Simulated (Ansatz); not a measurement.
def2 core potentials replace the inner electrons of Sn.

Level of theory: PBE0-D3(BJ)/def2-SVP in Ansatz (a first-principles code). No frequencies were computed at this level.

Ansatz 0.2 input:
```yaml
crystal:
  periodic: [false, false, false]
  atoms:
    - { symbol: C, position_ang: [-3.080089, 2.981215, 0.121828] }
    - { symbol: O, position_ang: [-2.807957, 1.949746, -0.782024] }
    - { symbol: Sn, position_ang: [-1.271302, 0.553761, -0.585729] }
    - { symbol: C, position_ang: [0.719021, 0.553246, -1.852728] }
    - { symbol: C, position_ang: [1.771049, 0.018802, -1.009575] }
    - { symbol: C, position_ang: [2.580731, 0.866727, -0.247302] }
    - { symbol: C, position_ang: [3.572798, 0.350365, 0.561562] }
    - { symbol: C, position_ang: [3.770096, -1.020503, 0.633548] }
    - { symbol: C, position_ang: [2.968332, -1.873609, -0.110381] }
    - { symbol: C, position_ang: [1.976096, -1.361793, -0.920889] }
    - { symbol: O, position_ang: [-0.934968, 0.562119, 1.483822] }
    - { symbol: C, position_ang: [-0.230739, -0.429073, 2.168473] }
    - { symbol: O, position_ang: [-2.040781, -1.319902, -1.052502] }
    - { symbol: C, position_ang: [-3.295446, -1.791872, -0.659874] }
    - { symbol: H, position_ang: [-4.126427, 3.258322, -0.03896] }
    - { symbol: H, position_ang: [-2.448841, 3.854276, -0.065737] }
    - { symbol: H, position_ang: [-2.961324, 2.66892, 1.161243] }
    - { symbol: H, position_ang: [0.427969, -0.081461, -2.682352] }
    - { symbol: H, position_ang: [0.835229, 1.595378, -2.134278] }
    - { symbol: H, position_ang: [2.419857, 1.934693, -0.298521] }
    - { symbol: H, position_ang: [4.191914, 1.015391, 1.145395] }
    - { symbol: H, position_ang: [4.541282, -1.422663, 1.27329] }
    - { symbol: H, position_ang: [3.116865, -2.941474, -0.049613] }
    - { symbol: H, position_ang: [1.336516, -2.019975, -1.490919] }
    - { symbol: H, position_ang: [-0.516835, -1.43891, 1.862181] }
    - { symbol: H, position_ang: [-0.477926, -0.310442, 3.227842] }
    - { symbol: H, position_ang: [0.851146, -0.319794, 2.045085] }
    - { symbol: H, position_ang: [-4.10796, -1.185624, -1.069138] }
    - { symbol: H, position_ang: [-3.379607, -2.806507, -1.062585] }
    - { symbol: H, position_ang: [-3.398398, -1.839259, 0.428839] }
basis:
  gaussian: { orbitals: def2-svp }
hamiltonian:
  xc: pbe0
  dispersion: d3bj
relax:
  max_steps: 150
```

Output:

```
[...]
these checks for a lower state are left out or cut short: starts, cluster_reference, orbital_swaps, neighbouring_geometries, increment
3334 factors; integrals over basis functions are off by at most 4.9e-4 eV
mean field evaluation 224: about -22571.9827 eV, gradient 3.1e-1 eV
mean field -22571.98294564 eV, -829.5050734128 hartree, gradient 2.3e-5 eV, S^2 0.000000; 0 other end points of the search recorded, 0 dependent functions left out
reference -22571.98299034 eV, -829.5050750556 hartree; 61, 61 occupied and 227, 227 virtual orbitals, 3334 factors
relax step  31: F+E_penalty+E_count = -22572.81365571 eV  Δ(F+E_penalty+E_count) = -7.775e-4 eV  max|allowed force component| = 5.673e-2 eV/Å  Δτ_max = 0.0383 Å  (32 SCF iters, accepted)
these checks for a lower state are left out or cut short: starts, cluster_reference, orbital_swaps, neighbouring_geometries, increment
3334 factors; integrals over basis functions are off by at most 4.9e-4 eV
mean field -22571.98321349 eV, -829.5050832561 hartree, gradient 2.2e-5 eV, S^2 0.000000; 0 other end points of the search recorded, 0 dependent functions left out
reference -22571.98325822 eV, -829.5050849000 hartree; 61, 61 occupied and 227, 227 virtual orbitals, 3334 factors
relax step  32: F+E_penalty+E_count = -22572.81414335 eV  Δ(F+E_penalty+E_count) = -4.876e-4 eV  max|allowed force component| = 3.116e-2 eV/Å  Δτ_max = 0.0612 Å  (32 SCF iters, accepted)
these checks for a lower state are left out or cut short: starts, cluster_reference, orbital_swaps, neighbouring_geometries, increment
3334 factors; integrals over basis functions are off by at most 4.9e-4 eV
mean field -22571.98340160 eV, -829.5050901688 hartree, gradient 2.3e-5 eV, S^2 0.000000; 0 other end points of the search recorded, 0 dependent functions left out
reference -22571.98344632 eV, -829.5050918124 hartree; 61, 61 occupied and 227, 227 virtual orbitals, 3334 factors
relax step  33: F+E_penalty+E_count = -22572.81437471 eV  Δ(F+E_penalty+E_count) = -2.314e-4 eV  max|allowed force component| = 2.485e-2 eV/Å  Δτ_max = 0.0341 Å  (33 SCF iters, accepted)
these checks for a lower state are left out or cut short: starts, cluster_reference, orbital_swaps, neighbouring_geometries, increment
3334 factors; integrals over basis functions are off by at most 4.8e-4 eV
mean field -22571.98355386 eV, -829.5050957644 hartree, gradient 1.7e-5 eV, S^2 0.000000; 0 other end points of the search recorded, 0 dependent functions left out
reference -22571.98359858 eV, -829.5050974078 hartree; 61, 61 occupied and 227, 227 virtual orbitals, 3334 factors
relax step  34: F+E_penalty+E_count = -22572.81447290 eV  Δ(F+E_penalty+E_count) = -9.819e-5 eV  max|allowed force component| = 1.373e-2 eV/Å  Δτ_max = 0.0201 Å  (25 SCF iters, accepted)
these checks for a lower state are left out or cut short: starts, cluster_reference, orbital_swaps, neighbouring_geometries, increment
3334 factors; integrals over basis functions are off by at most 4.8e-4 eV
mean field -22571.98373291 eV, -829.5051023442 hartree, gradient 8.6e-6 eV, S^2 0.000000; 0 other end points of the search recorded, 0 dependent functions left out
reference -22571.98377763 eV, -829.5051039876 hartree; 61, 61 occupied and 227, 227 virtual orbitals, 3334 factors
relax step  35: F+E_penalty+E_count = -22572.81454794 eV  Δ(F+E_penalty+E_count) = -7.504e-5 eV  max|allowed force component| = 1.112e-2 eV/Å  Δτ_max = 0.0145 Å  (25 SCF iters, accepted)
these checks for a lower state are left out or cut short: starts, cluster_reference, orbital_swaps, neighbouring_geometries, increment
3334 factors; integrals over basis functions are off by at most 4.8e-4 eV
mean field evaluation 256: about -22571.9830 eV, gradient 4.3e-1 eV
mean field -22571.98375228 eV, -829.5051030561 hartree, gradient 2.3e-5 eV, S^2 0.000000; 0 other end points of the search recorded, 0 dependent functions left out
reference -22571.98379699 eV, -829.5051046993 hartree; 61, 61 occupied and 227, 227 virtual orbitals, 3334 factors
relax step  36: F+E_penalty+E_count = -22572.81457938 eV  Δ(F+E_penalty+E_count) = -3.145e-5 eV  max|allowed force component| = 5.051e-3 eV/Å  Δτ_max = 0.0129 Å  (24 SCF iters, accepted)
these checks for a lower state are left out or cut short: starts, cluster_reference, orbital_swaps, neighbouring_geometries, increment
3334 factors; integrals over basis functions are off by at most 4.8e-4 eV
mean field -22571.98377206 eV, -829.5051037832 hartree, gradient 2.3e-5 eV, S^2 0.000000; 0 other end points of the search recorded, 0 dependent functions left out
reference -22571.98381677 eV, -829.5051054260 hartree; 61, 61 occupied and 227, 227 virtual orbitals, 3334 factors
relax step  37: F+E_penalty+E_count = -22572.81461878 eV  Δ(F+E_penalty+E_count) = -3.939e-5 eV  max|allowed force component| = 8.225e-3 eV/Å  Δτ_max = 0.0271 Å  (33 SCF iters, accepted)
these checks for a lower state are left out or cut short: starts, cluster_reference, orbital_swaps, neighbouring_geometries, increment
3334 factors; integrals over basis functions are off by at most 4.8e-4 eV
mean field -22571.98375974 eV, -829.5051033303 hartree, gradient 9.2e-6 eV, S^2 0.000000; 0 other end points of the search recorded, 0 dependent functions left out
reference -22571.98380443 eV, -829.5051049728 hartree; 61, 61 occupied and 227, 227 virtual orbitals, 3334 factors
relax step  38: F+E_penalty+E_count = -22572.81464512 eV  Δ(F+E_penalty+E_count) = -2.634e-5 eV  max|allowed force component| = 1.231e-2 eV/Å  Δτ_max = 0.0155 Å  (26 SCF iters, accepted)
these checks for a lower state are left out or cut short: starts, cluster_reference, orbital_swaps, neighbouring_geometries, increment
3334 factors; integrals over basis functions are off by at most 4.8e-4 eV
mean field -22571.98365349 eV, -829.5050994257 hartree, gradient 2.3e-5 eV, S^2 0.000000; 0 other end points of the search recorded, 0 dependent functions left out
reference -22571.98369817 eV, -829.5051010678 hartree; 61, 61 occupied and 227, 227 virtual orbitals, 3334 factors
relax step  39: F+E_penalty+E_count = -22572.81469130 eV  Δ(F+E_penalty+E_count) = -4.618e-5 eV  max|allowed force component| = 1.456e-2 eV/Å  Δτ_max = 0.0255 Å  (33 SCF iters, accepted)
these checks for a lower state are left out or cut short: starts, cluster_reference, orbital_swaps, neighbouring_geometries, increment
3334 factors; integrals over basis functions are off by at most 4.8e-4 eV
mean field -22571.98352727 eV, -829.5050947874 hartree, gradient 1.5e-5 eV, S^2 0.000000; 0 other end points of the search recorded, 0 dependent functions left out
reference -22571.98357195 eV, -829.5050964293 hartree; 61, 61 occupied and 227, 227 virtual orbitals, 3334 factors
relax step  40: F+E_penalty+E_count = -22572.81472003 eV  Δ(F+E_penalty+E_count) = -2.873e-5 eV  max|allowed force component| = 1.111e-2 eV/Å  Δτ_max = 0.0158 Å  (26 SCF iters, accepted)
these checks for a lower state are left out or cut short: starts, cluster_reference, orbital_swaps, neighbouring_geometries, increment
3334 factors; integrals over basis functions are off by at most 4.8e-4 eV
mean field evaluation 288: about -22571.8540 eV, gradient 2.3e-3 eV
mean field -22571.98331090 eV, -829.5050868356 hartree, gradient 2.3e-5 eV, S^2 0.000000; 0 other end points of the search recorded, 0 dependent functions left out
reference -22571.98335557 eV, -829.5050884773 hartree; 61, 61 occupied and 227, 227 virtual orbitals, 3334 factors
relax step  41: F+E_penalty+E_count = -22572.81475949 eV  Δ(F+E_penalty+E_count) = -3.946e-5 eV  max|allowed force component| = 1.077e-2 eV/Å  Δτ_max = 0.0177 Å  (33 SCF iters, accepted)
these checks for a lower state are left out or cut short: starts, cluster_reference, orbital_swaps, neighbouring_geometries, increment
3334 factors; integrals over basis functions are off by at most 4.8e-4 eV
mean field -22571.98309296 eV, -829.5050788268 hartree, gradient 2.3e-5 eV, S^2 0.000000; 0 other end points of the search recorded, 0 dependent functions left out
reference -22571.98313764 eV, -829.5050804685 hartree; 61, 61 occupied and 227, 227 virtual orbitals, 3334 factors
relax step  42: F+E_penalty+E_count = -22572.81479951 eV  Δ(F+E_penalty+E_count) = -4.002e-5 eV  max|allowed force component| = 7.814e-3 eV/Å  Δτ_max = 0.0196 Å  (32 SCF iters, accepted)
these checks for a lower state are left out or cut short: starts, cluster_reference, orbital_swaps, neighbouring_geometries, increment
3334 factors; integrals over basis functions are off by at most 4.8e-4 eV
mean field -22571.98291166 eV, -829.5050721640 hartree, gradient 2.3e-5 eV, S^2 0.000000; 0 other end points of the search recorded, 0 dependent functions left out
reference -22571.98295634 eV, -829.5050738059 hartree; 61, 61 occupied and 227, 227 virtual orbitals, 3334 factors
relax step  43: F+E_penalty+E_count = -22572.81483096 eV  Δ(F+E_penalty+E_count) = -3.145e-5 eV  max|allowed force component| = 1.355e-2 eV/Å  Δτ_max = 0.0259 Å  (32 SCF iters, accepted)
these checks for a lower state are left out or cut short: starts, cluster_reference, orbital_swaps, neighbouring_geometries, increment
3334 factors; integrals over basis functions are off by at most 4.8e-4 eV
mean field -22571.98304284 eV, -829.5050769846 hartree, gradient 1.3e-5 eV, S^2 0.000000; 0 other end points of the search recorded, 0 dependent functions left out
reference -22571.98308752 eV, -829.5050786267 hartree; 61, 61 occupied and 227, 227 virtual orbitals, 3334 factors
relax step  44: F+E_penalty+E_count = -22572.81487419 eV  Δ(F+E_penalty+E_count) = -4.323e-5 eV  max|allowed force component| = 1.013e-2 eV/Å  Δτ_max = 0.0103 Å  (25 SCF iters, accepted)
these checks for a lower state are left out or cut short: starts, cluster_reference, orbital_swaps, neighbouring_geometries, increment
3334 factors; integrals over basis functions are off by at most 4.8e-4 eV
mean field evaluation 320: about -22571.9834 eV, gradient 2.3e-5 eV
mean field -22571.98344801 eV, -829.5050918746 hartree, gradient 2.3e-5 eV, S^2 0.000000; 0 other end points of the search recorded, 0 dependent functions left out
reference -22571.98349271 eV, -829.5050935171 hartree; 61, 61 occupied and 227, 227 virtual orbitals, 3334 factors
relax step  45: F+E_penalty+E_count = -22572.81492753 eV  Δ(F+E_penalty+E_count) = -5.334e-5 eV  max|allowed force component| = 6.452e-3 eV/Å  Δτ_max = 0.0211 Å  (32 SCF iters, accepted)
3334 factors; integrals over basis functions are off by at most 4.8e-4 eV
mean field -22571.98344801 eV, -829.5050918746 hartree, gradient 2.3e-5 eV, S^2 0.000000; 1 other end points of the search recorded, 0 dependent functions left out
reference -22571.98349271 eV, -829.5050935171 hartree; 61, 61 occupied and 227, 227 virtual orbitals, 3334 factors
Total energy: -22572.81497223 eV, -829.5356498259 hartree
Atom 0 at    -3.405890     2.496634    -0.082810 Å, force    -0.001332    -0.000831    -0.002182 eV/Å
Atom 1 at    -2.347188     2.222497    -0.963014 Å, force    -0.003582     0.000444     0.003971 eV/Å
Atom 2 at    -1.066288     0.765873    -0.600094 Å, force    -0.002037    -0.002489    -0.001488 eV/Å
Atom 3 at     0.761318     0.867880    -1.713335 Å, force     0.002821     0.002161    -0.002479 eV/Å
Atom 4 at     1.796874     0.099074    -0.952326 Å, force     0.003327    -0.000233     0.003093 eV/Å
Atom 5 at     2.778455     0.762029    -0.205195 Å, force    -0.005138    -0.001996    -0.000091 eV/Å
Atom 6 at     3.702353     0.045372     0.552886 Å, force     0.002710    -0.003292    -0.003162 eV/Å
Atom 7 at     3.660312    -1.347686     0.577007 Å, force    -0.005264     0.000868    -0.002485 eV/Å
Atom 8 at     2.686895    -2.018407    -0.164095 Å, force     0.001907     0.003029     0.006452 eV/Å
Atom 9 at     1.762469    -1.303302    -0.919965 Å, force    -0.000421     0.001834    -0.002289 eV/Å
Atom 10 at    -0.907967     0.813373     1.374610 Å, force     0.002688    -0.002781     0.001190 eV/Å
Atom 11 at    -0.233574    -0.195947     2.077814 Å, force    -0.000941     0.001157    -0.002184 eV/Å
Atom 12 at    -1.818747    -1.017805    -1.041831 Å, force    -0.004140     0.000476     0.003430 eV/Å
Atom 13 at    -2.982572    -1.496443    -0.429718 Å, force     0.004876     0.002682    -0.001081 eV/Å
Atom 14 at    -4.254075     1.797739    -0.218360 Å, force     0.005236     0.004038     0.000442 eV/Å
Atom 15 at    -3.779738     3.513273    -0.292955 Å, force     0.001574    -0.004763     0.001007 eV/Å
Atom 16 at    -3.104641     2.459439     0.979653 Å, force    -0.000509     0.000591    -0.002944 eV/Å
Atom 17 at     0.533573     0.420127    -2.691479 Å, force    -0.000665     0.000979     0.003109 eV/Å
Atom 18 at     1.026805     1.923740    -1.855397 Å, force     0.000385    -0.002631    -0.000021 eV/Å
Atom 19 at     2.814175     1.854971    -0.213734 Å, force    -0.001145    -0.004276     0.000171 eV/Å
Atom 20 at     4.460535     0.581180     1.129340 Å, force    -0.003238    -0.003222    -0.003768 eV/Å
Atom 21 at     4.383512    -1.909748     1.172310 Å, force    -0.002426     0.000371     0.000438 eV/Å
Atom 22 at     2.642387    -3.110146    -0.148687 Å, force     0.003227     0.003819    -0.002742 eV/Å
Atom 23 at     0.983015    -1.833862    -1.475025 Å, force     0.003289     0.004279     0.004713 eV/Å
Atom 24 at    -0.562353    -1.214777     1.796200 Å, force     0.000914     0.002177     0.000794 eV/Å
Atom 25 at    -0.439658    -0.067876     3.154305 Å, force     0.000190    -0.000283    -0.000264 eV/Å
Atom 26 at     0.863061    -0.153233     1.938275 Å, force    -0.001977     0.000142     0.000323 eV/Å
Atom 27 at    -3.896604    -1.005358    -0.816242 Å, force    -0.000511     0.000387    -0.001348 eV/Å
Atom 28 at    -3.076708    -2.575915    -0.638814 Å, force    -0.000356    -0.002354    -0.000172 eV/Å
Atom 29 at    -2.979436    -1.372595     0.670675 Å, force     0.000537    -0.000284    -0.000436 eV/Å
Dipole moment:     0.266526    -0.147318     0.087237 e Å
```

Cost: around 30 core-minutes (rough).
